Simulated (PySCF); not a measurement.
Core-level binding energies of `CC[CH2][GeH]1[CH]=CC=[CH]1`

Compound: C7H12Ge.
Bonds: C1–C2, C2–C3, C3–Ge4, Ge4–C5, C5–C6 (double), C6–C7, C7–C8 (double), Ge4–C8. Hydrogens: H9, H10, H11 on C1; H12, H13 on C2; H14, H15 on C3; H16 on Ge4; H17 on C5; H18 on C6; H19 on C7; H20 on C8.

Computed, not measured: PySCF 2.14.0, delta-SCF UKS SCAN, pcX-2 on the ionised atom, pcseg-1 elsewhere, spin-free X2C. Binding energies are ΔSCF values: E(core-ionised, relaxed orbitals) − E(ground state) at a fixed geometry, referred to the vacuum level.

Give the core binding energies atom by atom.

```tsv
atom(s)	bonded to	level	binding energy (eV)	above the level's lowest (eV)	count
C1	C and 3 H	C 1s	290.43	+1.09	1
C2	2 C and 2 H	C 1s	290.43	+1.09	1
C3	C, 2 H and Ge	C 1s	289.97	+0.63	1
C5/C8	C (double bond), H and Ge	C 1s	289.34	0.00	2
C6/C7	C (double bond), C and H	C 1s	290.20	+0.86	2
```

The listed C 1s values span 1.09 eV, from C5/C8 (bonded to C (double bond), H and Ge) to C2 (bonded to 2 C and 2 H). The widest gap between neighbouring values is 0.63 eV, between 289.34 and 289.97 eV. The values 290.43 and 290.43 eV lie too close for their order to be trusted.

What is the C 1s shift of C1 against C6/C7?

290.43 − 290.20 = +0.23 eV, or +22 kJ/mol.

Atoms equivalent by their bonding share one computed value, that of the first of them. Spin contamination (⟨S²⟩ against 0.75 for a pure doublet) is marked for C 1s of C6/C7 (0.90), which makes this value less certain. No level of germanium is listed. Geometry: PBE0-D3(BJ)/def2-SVP, one conformer, isolated molecule.

The values belong to the conformer `[CH3:1][CH2:2][CH2:3][GeH:4]1[CH:5]=[CH:6][CH:7]=[CH:8]1`: C1–C2–C3–Ge4 179°, C2–C3–Ge4–C5 -49°.
